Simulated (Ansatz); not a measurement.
`C[SiH](C)P` + `[OH][Al]1[CH2][NH]1` → `C[O][Al]1[CH2][NH]1` + `C[SiH2]P`  (substitution at a C–Si bond)

Isolated molecules relaxed with PBE0-D4/def2-TZVP in Ansatz; ΔE leaves out vibrations. CCSD(T)/CBS adds triple-zeta CCSD(T) − MP2 to the extrapolated MP2 energy (def2 sets, frozen cores). Functionals use def2-TZVPP. B3LYP here is the variant with VWN-RPA as its local correlation; programs differ in this. One conformer a species, not always the lowest.

```csv
level,ΔE (kcal/mol),difference from CCSD(T)/CBS
PBE-D4,24.5,-1.1
r2SCAN-D4,25.1,-0.5
PBE0-D4,24.7,-0.9
B3LYP-D4,23.2,-2.4
ωB97X-V,23.5,-2.1
ωB97M-V,25.0,-0.6
B2PLYP,23.5,-2.1
PBE,23.8,-1.8
r2SCAN,24.9,-0.7
PBE0,24.0,-1.6
HF/def2-TZVPP,19.7,-5.9
SCS-MP2/def2-TZVPP,24.3,-1.3
CCSD(T)/def2-TZVPP,24.6,-1.0
HF/def2-QZVPP,19.6,-6.0
SCS-MP2/def2-QZVPP,24.8,-0.8
CCSD/CBS(def2),25.0,-0.6
CCSD(T)/CBS,25.6,0
```

Largest T1 diagnostic among the species: 0.013.

The D4 term adds +1.2 kcal/mol with B3LYP and +0.7 kcal/mol with PBE0; it sums over pairs of atoms, weighted by their polarisabilities, and B3LYP, whose exchange is more repulsive, gets the larger term. In def2-TZVPP, CCSD(T) changes the Hartree–Fock value by +4.9 kcal/mol (the triples alone add +0.6 kcal/mol) and MP2 by +6.9 kcal/mol.

CCSD(T)/CBS has its own doubt, a few kJ/mol and more with outer-core shells, so smaller differences from it don't rank the levels.
